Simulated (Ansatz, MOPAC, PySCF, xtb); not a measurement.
Pair of molecules: C2H4 (SMILES C=C) (first 6 atoms) with CH4O (SMILES CO); geometry from B3LYP-D3(BJ)/def2-TZVP, rigid monomers moved along the line of their centres of mass till C1···H12 is 2.80 Å.
(charge 0, multiplicity 1):
```csv
atom,x (Å),y (Å),z (Å)
C,0.7019,0.2081,0.0238
C,-0.6063,0.0269,-0.1008
H,1.1658,1.1668,-0.1740
H,1.3615,-0.5962,0.3268
H,-1.0691,-0.9328,0.0955
H,-1.2663,0.8298,-0.4059
C,-0.2399,-0.6028,4.0627
O,-0.3720,0.7177,3.5657
H,-1.0159,-1.2725,3.6729
H,-0.3465,-0.5517,5.1458
H,0.7415,-1.0358,3.8346
H,-0.2797,0.6883,2.6052
```

```
level                            interaction energy (kJ/mol)  cost
-------------------------------  ---------------------------  ----
GFN-FF                                                  -9.5     -
AM1                                                     -1.8     -
PM3                                                     -4.2     -
PM6                                                     -3.9     -
PM7                                                     -6.3     -
HF/6-31G*                                               -6.1     -
PBE/def2-TZVPPD                                         -8.7    ×1
r2SCAN/def2-TZVPPD                                      -9.6    ×2
r2SCAN-D4/def2-TZVPPD                                  -11.2    ×2
M06-2X/6-31G* (no counterpoise)                        -13.2     -
wB97X-V/def2-TZVPPD                                    -10.6    ×3
SCS-MP2/aug-cc-pVDZ                                     -8.1     -
CCSD/aug-cc-pVDZ                                        -8.3     -
CCSD(T)/aug-cc-pVDZ                                     -9.1   ×10
```

The rows run from -13.2 (M06-2X/6-31G* (no counterpoise)) to -1.8 kJ/mol (AM1). The dispersion term adds -1.5 in r2SCAN-D4. The 3 functionals in def2-TZVPPD without D3 or D4 span 2.0, from wB97X-V to PBE.

Interaction energies are E(AB) − E(A) − E(B) at the monomers' geometry in the complex; basis-set methods are counterpoise corrected. Rows marked so take none.

Cores are frozen in the correlated methods. Rows in 6-31G* carry no dispersion term and start afresh at each structure (6-31G* with six Cartesian d functions). The state that AM1, PM3, PM6, PM7 reach isn't checked; PM7 holds dispersion and hydrogen-bond terms.

Codes used: Ansatz (a first-principles code) with Gaussian orbitals; MOPAC for AM1, PM3, PM6, PM7 (differences of heats of formation); PySCF for 6-31G* rows, the dispersion terms; xtb for the GFN methods. Values without a source in brackets are computed.

Costs are rough ratios of core time to PBE/def2-TZVPPD (about 6 s over the structures, on one shared machine); a dash marks a level with no comparable run of its own.
